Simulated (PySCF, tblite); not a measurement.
Isomers of C4H9FOSi2, one GFN2-xTB conformer each. Single-point energies are computed at PBE0/pcSseg-1 (PySCF, gas phase, no added dispersion term), electronic only.

Task: Rank them by PBE0/pcSseg-1 energy, lowest first (kcal/mol).
A. `[F:1][Si@H:2]1[CH:3]=[C:4]([SiH3:5])[O:6][CH2:7][CH2:8]1` with F1–Si2–C3–C4 113°, C3–C4–O6–C7 -16°, C4–O6–C7–C8 57°, O6–C7–C8–Si2 -62°
B. `[O:1]=[CH:2][SiH2:3][CH2:4]/[C:5]([SiH3:6])=[CH:7]\[F:8]` with O1–C2–Si3–C4 -9°, C2–Si3–C4–C5 43°, Si3–C4–C5–Si6 -96°

Result: A (0.0), B (63.4).

As drawn, the lower has an Si–F bond, which the higher lacks; the higher has a C=O bond, which the lower lacks. GFN2-xTB itself gives, in the same order: 0.0, 68.2. Both levels put the same isomer lowest.

Task: Which frontier levels, dipoles and rotational constants go with these structures?

Result: 
| SMILES | HOMO (eV, PBE0/pcSseg-1) | LUMO (eV) | dipole (D) | A, B, C (MHz) |
| --- | --- | --- | --- | --- |
| F[Si@H]1C=C([SiH3])OCC1 | -7.21 | -0.74 | 1.39 | 2742, 856.6, 715.7 |
| O=C[SiH2]C/C([SiH3])=C\F | -6.96 | -1.66 | 2.03 | 1424, 1316, 843.1 |

Task: What happens when harmonic zero-point energies from GFN2-xTB frequencies are added?

Result: 
| SMILES | ZPE (kcal/mol) | electronic (kcal/mol) | with ZPE (kcal/mol) |
| --- | --- | --- | --- |
| F[Si@H]1C=C([SiH3])OCC1 | 72.9 | 0.0 | 0.0 |
| O=C[SiH2]C/C([SiH3])=C\F | 68.9 | 63.4 | 59.4 |

The zero-point energies span 4.0 kcal/mol. The order is unchanged.
